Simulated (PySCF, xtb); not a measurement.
F₃Ga, SMILES [Ga+]([F])([F])[F] (connectivity only; charge and spin as stated), charge +1, multiplicity 2.

Harmonic wavenumbers (cm⁻¹) from GFN2-xTB (xtb) at its own minimum, in rising order: 16, 33, 122, 319, 335, 344.

### Question
What does PBE-D3(BJ)/def2-SVP (PySCF 2.14.0) give at its own minimum? (The exact figures need the calculation; the answer reports its results.)

### Answer
123, 142, 266, 447, 592, 806. Paired by order, the mean absolute difference is 201 cm⁻¹ and the zero-point energies are 1.7 and 3.4 kcal/mol.
